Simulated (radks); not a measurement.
Removal energies from neutral erbium, [Xe] 4f12 6s2, by Delta-SCF beside the eigenvalue of the level emptied. Method: scalar-relativistic Kohn-Sham, LDA (Slater exchange, Perdew-Wang correlation), spin-polarised, spherical densities, finite nucleus; Fermi nuclear charge, rms radius of each element as measured or else 0.836 A^(1/3) + 0.57 fm; computed with a radial shooting solver on a logarithmic mesh with Libxc functionals. Open shells are filled with parallel spins first.

removed from	final configuration	Delta-SCF (eV)	-eigenvalue (eV)
6s	[Xe] 4f12 6s1	6.374	3.961
4f	[Xe] 4f11 6s2	9.652	2.597
5p	[Kr] 4d10 4f12 5s2 5p5 6s2	31.499	26.234
5s	[Kr] 4d10 4f12 5s1 5p6 6s2	57.416	51.591
